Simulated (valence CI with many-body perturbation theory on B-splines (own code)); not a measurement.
The numbers below are computed, except where a source is named.
# Pt VII in three bases

Level of theory: configuration interaction combined with many-body perturbation theory (CI+MBPT): four valence electrons over a frozen Dirac-Fock core [Xe] 4f14, radial functions for each j: 7 s, 7 p, 8 d, 6 f, 4 g, 1 h, with the one-electron correlation potential Σ1 (screened to all orders), the two-electron term Σ2, the three-electron term Σ3, Breit, model QED; selected single and double excitations, second order for the rest, scaled by the run's own slope (own B-spline code, finite nucleus).

No measured levels were compared; by estimate terms of the open shell hold to 2 to 4 % of their energy, and close levels can change places; different configurations can be misplaced against each other by 1,000 to 8,000 cm⁻¹. Only levels of the ground parity were solved; by the run's estimate the other parity begins above the list, which can be wrong where configurations are misplaced.

The reference run has the lowest level 5d4 5D_0 and an ionisation energy of 92.6663 eV. Its largest variational space holds 19997 state functions.

Names give the largest LS component (configuration and term), which can be under half, so a name can repeat, a term be missing and a line seem to break the LS rules; names also repeat where a configuration has a term twice. Letters in brackets count levels of one name in rising energy.

Changed runs:
A. basis 6 s, 6 p, 5 d, 5 f, 1 g
B. basis 5 s, 5 p, 4 d, 4 f

Excitation energies of the reference run in cm⁻¹, and shifts in cm⁻¹:

```tsv
Level	Reference	A	B
5d4 5D_1	7400	-121	-249
5d4 5D_2	13191	-156	-285
5d4 5D_3	17274	-132	-184
5d4 5D_4	19133	-15	+158
5d4 3P_0 [a]	26814	+56	+206
5d4 3H_4	28242	+49	+572
5d4 3G_3	32763	+114	+830
5d4 3F_2 [a]	33740	+173	+921
5d4 3H_5	34942	+106	+904
5d4 3P_1 [a]	35794	+105	+585
5d4 3H_6	37898	+152	+1083
5d4 3G_4	41367	+141	+965
Ionisation energy (eV)	92.6663	-0.0630	-0.1214
```
